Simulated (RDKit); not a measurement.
RDKit input (MMFF94):

```python
from rdkit import Chem
from rdkit.Chem import AllChem, rdDetermineBonds

mol = Chem.MolFromXYZFile('mol.xyz')
rdDetermineBonds.DetermineBonds(mol, charge=-1)
print('SMILES', Chem.MolToSmiles(Chem.RemoveHs(mol)))
ff = AllChem.MMFFGetMoleculeForceField(mol, AllChem.MMFFGetMoleculeProperties(mol))
e0 = ff.CalcEnergy()
flag = ff.Minimize(maxIts=5000, forceTol=1e-5)
print(f'energy {e0:.4f} -> {ff.CalcEnergy():.4f} kcal/mol, converged: {flag == 0}')
print(Chem.MolToXYZBlock(mol))
```
mol.xyz:
```
17

C     -0.70739095     1.40696469    -0.75268804
Si     1.05556192     1.43158572    -0.49864700
C      1.76747712    -0.32945434    -0.28639303
Si     0.71023101    -1.37926594     0.83735708
C     -1.03533119    -1.48594922     0.18595908
Si    -1.83150066     0.24032585    -0.01209568
H     -1.15015388     2.30109546    -1.19075523
H      1.81776143     2.08496070    -1.62650309
H      1.65525996     2.15203299     0.69882349
H      1.79696846    -0.80931939    -1.27019447
H      2.79380735    -0.27697961     0.09038840
H      1.30415977    -2.75111507     1.00276753
H      0.70627258    -0.80652486     2.21615351
H     -1.65164609    -2.11126279     0.83957246
H     -1.00131418    -1.96394689    -0.79860506
H     -2.39170326     0.48217487     1.38085073
H     -3.10803381     0.05247888    -0.79636791
```

Which steric energies does it print, before and after the minimisation?

-74.28 and -83.83 kcal/mol. They count from the force field's own zero for this bonding and are no heats of formation.
